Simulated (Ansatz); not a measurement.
Geometry optimisation, Ansatz 0.2.0, RKS PBE0-D4/6-31G.

The input (input.yaml):

```yaml
crystal:
  periodic: [false, false, false]
  atoms:
    - { symbol: Si, position_ang: [0.0, 0.0, 0.0] }
    - { symbol: O, position_ang: [0.0, 0.0, 1.68] }
    - { symbol: H, position_ang: [-0.9095, -0.2814, 2.0171] }
    - { symbol: H, position_ang: [1.3768, 0.0, -0.4862] }
    - { symbol: O, position_ang: [-0.7913, 1.3709, -0.5594] }
    - { symbol: C, position_ang: [-2.1512, 1.4177, -0.9653] }
    - { symbol: H, position_ang: [-2.7687, 0.8215, -0.2614] }
    - { symbol: H, position_ang: [-2.5023, 2.4707, -0.9639] }
    - { symbol: H, position_ang: [-2.2473, 0.9975, -1.9882] }
    - { symbol: O, position_ang: [-0.7913, -1.3709, -0.5594] }
    - { symbol: C, position_ang: [-1.5365, -2.2685, 0.2501] }
    - { symbol: H, position_ang: [-1.2251, -2.1576, 1.3097] }
    - { symbol: H, position_ang: [-2.6187, -2.04, 0.1571] }
    - { symbol: H, position_ang: [-1.349, -3.3106, -0.083] }
basis:
  gaussian: { orbitals: "6-31G" }
hamiltonian:
  xc: pbe0
  dispersion: d4
relax:
  f_tol: 0.02
  max_steps: 40
```

Command:

```bash
$ ansatz run input.yaml --threads 1 --pin off --max-ram 2048MiB --backend cpu --events-out ev --progress --plain --runs-dir out
```

Where does it end, and by what steps?

The run converged. The force dipped under the threshold on the way, but the program's further checks kept it going. Limits of this set-up: no polarisation functions. After 21 steps the energy has fallen by 0.435 eV; H3 moved furthest, 1.13 Å.

```json
{"step": "0", "energy less start (eV)": "0.0000", "largest force component (eV/Å)": "1.828", "accepted": "yes"}
{"step": "1", "energy less start (eV)": "-0.2467", "largest force component (eV/Å)": "1.327", "accepted": "yes"}
{"step": "2", "energy less start (eV)": "-0.3337", "largest force component (eV/Å)": "0.822", "accepted": "yes"}
{"step": "3", "energy less start (eV)": "-0.3712", "largest force component (eV/Å)": "0.402", "accepted": "yes"}
{"step": "4", "energy less start (eV)": "-0.3815", "largest force component (eV/Å)": "0.821", "accepted": "yes"}
{"step": "5", "energy less start (eV)": "-0.4081", "largest force component (eV/Å)": "0.205", "accepted": "yes"}
{"step": "6", "energy less start (eV)": "-0.4130", "largest force component (eV/Å)": "0.110", "accepted": "yes"}
{"step": "7", "energy less start (eV)": "-0.3957", "largest force component (eV/Å)": "0.863", "accepted": "no"}
{"step": "8", "energy less start (eV)": "-0.4182", "largest force component (eV/Å)": "0.022", "accepted": "yes"}
{"step": "9", "energy less start (eV)": "-0.4189", "largest force component (eV/Å)": "0.222", "accepted": "yes"}
{"step": "10", "energy less start (eV)": "-0.4209", "largest force component (eV/Å)": "0.091", "accepted": "yes"}
{"step": "11", "energy less start (eV)": "-0.4249", "largest force component (eV/Å)": "0.233", "accepted": "yes"}
{"step": "12", "energy less start (eV)": "-0.4286", "largest force component (eV/Å)": "0.048", "accepted": "yes"}
{"step": "13", "energy less start (eV)": "-0.4325", "largest force component (eV/Å)": "0.060", "accepted": "yes"}
{"step": "14", "energy less start (eV)": "-0.3655", "largest force component (eV/Å)": "1.535", "accepted": "no"}
{"step": "15", "energy less start (eV)": "-0.4333", "largest force component (eV/Å)": "0.117", "accepted": "yes"}
{"step": "16", "energy less start (eV)": "-0.4345", "largest force component (eV/Å)": "0.017", "accepted": "yes"}
{"step": "17", "energy less start (eV)": "-0.4347", "largest force component (eV/Å)": "0.038", "accepted": "yes"}
{"step": "18", "energy less start (eV)": "-0.4349", "largest force component (eV/Å)": "0.024", "accepted": "yes"}
{"step": "19", "energy less start (eV)": "-0.4351", "largest force component (eV/Å)": "0.018", "accepted": "yes"}
{"step": "20", "energy less start (eV)": "-0.4351", "largest force component (eV/Å)": "0.021", "accepted": "yes"}
{"step": "21", "energy less start (eV)": "-0.4352", "largest force component (eV/Å)": "0.012", "accepted": "yes"}
```

```xyz
14
Properties=species:S:1:pos:R:3
Si -0.011 -0.044 0.073
O -0.324 -0.153 1.750
H -0.264 0.568 2.389
H 1.417 0.147 -0.279
O -0.820 1.293 -0.610
C -2.230 1.388 -0.884
H -2.820 1.334 0.038
H -2.401 2.352 -1.363
H -2.548 0.587 -1.562
O -0.562 -1.525 -0.542
C -1.551 -2.401 0.033
H -1.508 -2.380 1.126
H -2.555 -2.109 -0.296
H -1.337 -3.409 -0.327
```

Whether the end is a true minimum wasn't checked by a vibrational analysis.

Time of the run: 71 s on 1 thread of Intel(R) Xeon(R) 6975P-C (Granite Rapids) (shared host), peak memory 0.18 GiB.
